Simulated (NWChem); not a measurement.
The numbers come from NWChem runs, not from measurements. System: H4AlFO, charge 0, spin multiplicity 1, at a geometry optimised with PBE/def2-SVP. The structure started from a generated list of species. Level: G0W0@PBE0/def2-TZVPD, RI basis def2-tzvpd-rifit.

Job file:

```
start mol
memory heap 200 mb stack 700 mb global 1700 mb
geometry units angstroms nocenter noautoz noautosym
  Al    -0.581406    -0.498746    -0.017730
  H     -0.688707    -1.270654     1.386477
  H     -1.065417    -1.100132    -1.414006
  F     -0.614732     1.218948     0.094523
  O      1.441766    -0.278992    -0.147261
  H      1.397941     0.704734    -0.066672
  H      1.912926    -0.588839     0.652071
end
basis spherical
  * library def2-tzvpd
end
basis "ri basis" bse spherical
  * library def2-tzvpd-rifit
end
dft
  xc pbe0
  iterations 100
  direct
  tolerances tight
end
task dft energy
gw
  method cdgw
  states alpha occ 4 vir 2
end
task dft gw
```

Output (cleaned and shortened):

```
             Northwest Computational Chemistry Package (NWChem) 7.3.0
             --------------------------------------------------------

                                NWChem Input Module
                                -------------------

 Scaling coordinates for geometry "geometry" by  1.889725989
 (inverse scale =  0.529177249)

                             Geometry "geometry" -> ""
                             -------------------------

 Output coordinates in angstroms (scale by  1.889725989 to convert to a.u.)

  No.       Tag          Charge          X              Y              Z
 ---- ---------------- ---------- -------------- -------------- --------------
    1 Al                  13.0000    -0.58140600    -0.49874600    -0.01773000
    2 H                    1.0000    -0.68870700    -1.27065400     1.38647700
    3 H                    1.0000    -1.06541700    -1.10013200    -1.41400600
    4 F                    9.0000    -0.61473200     1.21894800     0.09452300
    5 O                    8.0000     1.44176600    -0.27899200    -0.14726100
    6 H                    1.0000     1.39794100     0.70473400    -0.06667200
    7 H                    1.0000     1.91292600    -0.58883900     0.65207100

 Effective nuclear repulsion energy (a.u.)     112.0245928370

            Nuclear Dipole moment (a.u.)
            ----------------------------
        X                 Y               Z
 ---------------- ---------------- ----------------
     0.0000094486     0.0000132281    -0.0000018897


 Summary of "ao basis" -> "" (spherical)
 ------------------------------------------------------------------------------
       Tag                 Description            Shells   Functions and Types
 ---------------- ------------------------------  ------  ---------------------
 *                         def2-tzvpd                 on all atoms

 new library libraries.bse/

 Summary of "ri basis" -> "" (spherical)
 ------------------------------------------------------------------------------
       Tag                 Description            Shells   Functions and Types
 ---------------- ------------------------------  ------  ---------------------
 *                      def2-tzvpd-rifit              on all atoms

                                 NWChem DFT Module
                                 -----------------

 Summary of "ao basis" -> "ao basis" (spherical)
 ------------------------------------------------------------------------------
       Tag                 Description            Shells   Functions and Types
 ---------------- ------------------------------  ------  ---------------------
 Al                        def2-tzvpd               15       43   6s5p3d1f
 H                         def2-tzvpd                5        9   3s2p
 F                         def2-tzvpd               14       40   6s4p3d1f
 O                         def2-tzvpd               14       40   6s4p3d1f

 Summary of "ao basis" -> "ao basis" (spherical)
 ------------------------------------------------------------------------------
       Tag                 Description            Shells   Functions and Types
 ---------------- ------------------------------  ------  ---------------------
 Al                        def2-tzvpd               15       43   6s5p3d1f
 H                         def2-tzvpd                5        9   3s2p
 F                         def2-tzvpd               14       40   6s4p3d1f
 O                         def2-tzvpd               14       40   6s4p3d1f

            General Information
            -------------------
          SCF calculation type: DFT
          Wavefunction type:  closed shell.
          No. of atoms     :     7
          No. of electrons :    34
           Alpha electrons :    17
            Beta electrons :    17
          Charge           :     0
          Spin multiplicity:     1
          Use of symmetry is: off; symmetry adaption is: off
          Maximum number of iterations: 100
          This is a Direct SCF calculation.
          AO basis - number of functions:   159
                     number of shells:    63
          Convergence on energy requested:  1.00D-06
          Convergence on density requested:  1.00D-05
          Convergence on gradient requested:  5.00D-04

              XC Information
              --------------
                         PBE0 Method XC Functional
                     Hartree-Fock (Exact) Exchange  0.250
          PerdewBurkeErnzerhof Exchange Functional  0.750
            Perdew 1991 LDA Correlation Functional  1.000 local
           PerdewBurkeErnz. Correlation Functional  1.000 non-local

             Grid Information
             ----------------
          Grid used for XC integration:  medium
          Radial quadrature: Mura-Knowles
          Angular quadrature: Lebedev.
          Tag              B.-S. Rad. Rad. Pts. Rad. Cut. Ang. Pts.
          ---              ---------- --------- --------- ---------
          Al                  1.25       88          11.0       590
          H                   0.35       45          11.0       434
          F                   0.50       49          11.0       434
          O                   0.60       49          12.0       434
          Grid pruning is: on
          Number of quadrature shells:   366
          Spatial weights used:  Erf1

          Convergence Information
          -----------------------
          Convergence aids based upon iterative change in
          total energy or number of iterations.
          Levelshifting, if invoked, occurs when the
          HOMO/LUMO gap drops below (HL_TOL):  1.00D-02
          DIIS, if invoked, will attempt to extrapolate
          using up to (NFOCK): 10 stored Fock matrices.

                    Damping( 0%)  Levelshifting(0.5)       DIIS
                  --------------- ------------------- ---------------
          dE  on:    start            ASAP                start
          dE off:    2 iters        100 iters           100 iters

      Screening Tolerance Information
      -------------------------------
          Density screening/tol_rho:  1.00D-10
          AO Gaussian exp screening on grid/accAOfunc:  14
          CD Gaussian exp screening on grid/accCDfunc:  20
          XC Gaussian exp screening on grid/accXCfunc:  20
          Schwarz screening/accCoul:  1.00D-08

      Superposition of Atomic Density Guess
      -------------------------------------

 Sum of atomic energies:        -418.07675949

      Non-variational initial energy
      ------------------------------

 Total energy =    -418.498771
 1-e energy   =    -803.320085
 2-e energy   =     272.796722
 HOMO         =      -0.354360
 LUMO         =       0.006504

   convergence    iter        energy       DeltaE   RMS-Dens  Diis-err    time
 ---------------- ----- ----------------- --------- --------- ---------  ------
 d= 0,ls=0.0,diis     1   -419.7013315353 -5.32D+02  5.36D-03  9.33D-01     9.6
 d= 0,ls=0.0,diis     2   -419.6483738532  5.30D-02  3.14D-03  1.73D+00    14.4
 d= 0,ls=0.0,diis     3   -419.7792394313 -1.31D-01  4.76D-04  3.86D-02    19.1
 d= 0,ls=0.0,diis     4   -419.7814040869 -2.16D-03  2.01D-04  6.55D-03    24.0
 d= 0,ls=0.0,diis     5   -419.7818960813 -4.92D-04  4.71D-05  5.37D-04    28.5
 d= 0,ls=0.0,diis     6   -419.7819402486 -4.42D-05  6.58D-06  3.09D-06    33.1
 d= 0,ls=0.0,diis     7   -419.7819405351 -2.86D-07  1.04D-06  5.32D-08    37.9

         Total DFT energy =     -419.781940535095
      One electron energy =     -806.200564882154
           Coulomb energy =      313.346453281803
    Exchange-Corr. energy =      -38.952421771764
 Nuclear repulsion energy =      112.024592837019

 Numeric. integr. density =       34.000005628504

     Total iterative time =     36.2s

                       DFT Final Molecular Orbital Analysis
                       ------------------------------------

 Vector   15  Occ=2.000000D+00  E=-3.936390D-01
              MO Center= -3.8D-01,  9.3D-01,  3.9D-02, r^2= 1.5D+00
   Bfn.  Coefficient  Atom+Function         Bfn.  Coefficient  Atom+Function
  ----- ------------  ---------------      ----- ------------  ---------------
    68      0.416158  4 F  px                71      0.342156  4 F  px
    74      0.243962  4 F  px                69     -0.132953  4 F  py
   108      0.131580  5 O  px               111      0.116769  5 O  px
    70      0.109683  4 F  pz                72     -0.109214  4 F  py
   110     -0.101762  5 O  pz                73      0.090959  4 F  pz

 Vector   16  Occ=2.000000D+00  E=-3.541332D-01
              MO Center= -6.6D-01, -7.9D-01, -2.1D-02, r^2= 2.9D+00
   Bfn.  Coefficient  Atom+Function         Bfn.  Coefficient  Atom+Function
  ----- ------------  ---------------      ----- ------------  ---------------
     4      0.309304  1 Al s                 17     -0.200462  1 Al py
     3     -0.175831  1 Al s                 54      0.174818  3 H  s
    45      0.171612  2 H  s                 69      0.148653  4 F  py
    72      0.125600  4 F  py               108      0.125765  5 O  px
    46      0.114553  2 H  s                 53      0.110650  3 H  s

 Vector   17  Occ=2.000000D+00  E=-2.936797D-01
              MO Center= -7.9D-01, -9.8D-01, -1.0D-02, r^2= 2.8D+00
   Bfn.  Coefficient  Atom+Function         Bfn.  Coefficient  Atom+Function
  ----- ------------  ---------------      ----- ------------  ---------------
    18      0.280703  1 Al pz                54     -0.229754  3 H  s
    45      0.228214  2 H  s                 46      0.179631  2 H  s
    55     -0.168143  3 H  s                 44      0.136634  2 H  s
    53     -0.136565  3 H  s                 70     -0.113375  4 F  pz
    21      0.108875  1 Al pz                73     -0.093961  4 F  pz

 Vector   18  Occ=0.000000D+00  E=-3.260196D-02
              MO Center=  1.8D+00, -2.6D-01,  5.3D-01, r^2= 5.9D+00
   Bfn.  Coefficient  Atom+Function         Bfn.  Coefficient  Atom+Function
  ----- ------------  ---------------      ----- ------------  ---------------
   117      0.688159  5 O  px                19      0.666136  1 Al px
     6      0.623705  1 Al s                  5      0.450934  1 Al s
   107     -0.386545  5 O  s                105     -0.258762  5 O  s
   159      0.201572  7 H  pz                16      0.198616  1 Al px
    21     -0.198481  1 Al pz               119      0.192727  5 O  pz

 Vector   19  Occ=0.000000D+00  E= 6.765129D-03
              MO Center= -9.5D-01, -2.4D-01,  1.6D-01, r^2= 7.7D+00
   Bfn.  Coefficient  Atom+Function         Bfn.  Coefficient  Atom+Function
  ----- ------------  ---------------      ----- ------------  ---------------
   107      0.811446  5 O  s                  6     -0.732267  1 Al s
    67      0.508715  4 F  s                  5     -0.477478  1 Al s
   118     -0.472848  5 O  py                20     -0.429262  1 Al py
   153     -0.377834  7 H  s                 36     -0.347718  1 Al d  2
    78     -0.337153  4 F  py                17     -0.236769  1 Al py

 Vector   20  Occ=0.000000D+00  E= 3.161917D-02
              MO Center= -1.1D+00, -2.0D+00,  8.1D-02, r^2= 9.6D+00
   Bfn.  Coefficient  Atom+Function         Bfn.  Coefficient  Atom+Function
  ----- ------------  ---------------      ----- ------------  ---------------
     5      2.712057  1 Al s                  6     -2.472741  1 Al s
   107      2.481779  5 O  s                144     -0.982752  6 H  s
    67     -0.664620  4 F  s                118      0.643873  5 O  py
    55     -0.609796  3 H  s                 19     -0.580801  1 Al px
    78      0.577717  4 F  py                46     -0.507594  2 H  s

 center of mass
 --------------
 x =  -0.07833936 y =   0.08491921 z =  -0.01362159

 moments of inertia (a.u.)
 ------------------
         159.468666737229          38.574689066474           9.007483631030
          38.574689066474         220.054786246001          -8.799142842261
           9.007483631030          -8.799142842261         344.476454155904

     Multipole analysis of the density
     ---------------------------------

     L   x y z        total         alpha         beta         nuclear
     -   - - -        -----         -----         ----         -------
     0   0 0 0     -0.000000    -17.000000    -17.000000     34.000000

     1   1 0 0      1.394568      0.697279      0.697279      0.000009
     1   0 1 0     -0.164474     -0.082244     -0.082244      0.000013
     1   0 0 1      0.388047      0.194024      0.194024     -0.000002

     2   2 0 0    -14.803774    -63.910331    -63.910331    113.016887
     2   1 1 0      0.390126      7.848259      7.848259    -15.306392
     2   1 0 1      1.752835      1.557930      1.557930     -1.363026
     2   0 2 0    -21.241821    -47.933448    -47.933448     74.625074
     2   0 1 1     -0.642646     -1.827438     -1.827438      3.012230
     2   0 0 2    -21.041868    -18.751090    -18.751090     16.460312

 Task  times  cpu:       37.9s     wall:       37.9s

                                NWChem Input Module
                                -------------------

                                 NWChem GW Module
                                 ----------------

                             ***********************
                             ***        GW       ***
                             ***********************

 Summary of "ri basis" -> "ri basis" (spherical)
 ------------------------------------------------------------------------------
       Tag                 Description            Shells   Functions and Types
 ---------------- ------------------------------  ------  ---------------------
 Al                     def2-tzvpd-rifit            33      129   10s8p7d6f2g
 H                      def2-tzvpd-rifit            10       24   5s3p2d
 F                      def2-tzvpd-rifit            26       92   9s7p5d4f1g
 O                      def2-tzvpd-rifit            26       92   9s7p5d4f1g

                 Memory Information
                 ------------------
          Available GA per process is          1699.8 MBs
          Available stack per process is        700.0 MBs
          Available heap per process is           0.0 MBs

          Peak memory in Initialization
              Peak GA per process is                 10.9 MBs
              Peak stack per process is               0.3 MBs
              Peak heap per process is               11.4 MBs
              Memory not in MA per process            0.0 MBs

          Peak memory in CDGW Calculation
              Peak GA per process is                 13.6 MBs
              Peak stack per process is               2.6 MBs
              Peak heap per process is                3.1 MBs
              Memory not in MA per process            0.0 MBs

          Computing 2-center integrals
          Computing Inverse Cholesky factor
          Computing 3-center integrals
          Computing Vxc

          Computing Sigma_x
          Computing W(iw) on the imaginary grid
          Solving quasiparticle equations

                  Alpha Orbitals
          State     Energy (eV)     Error (eV)
          -----------------------------------
@GW        14        -13.537           0.002
@GW        15        -13.304           0.002
@GW        16        -12.145           0.002
@GW        17        -10.540           0.002
@GW        18          0.713           0.004
@GW        19          1.728           0.002

     GW Timing Statistics
   ------------------------
   Init.   :          0.1s
     ERIs  :          1.9s
     Distr.:          0.0s
     Vxc   :          4.1s
   Vmo     :          0.0s
   iW      :          3.0s
   I_n     :          0.0s
   R_n     :          0.2s
   GW total:          9.4s

 Task  times  cpu:        9.4s     wall:        9.4s

 Total times  cpu:       47.4s     wall:       47.4s
```
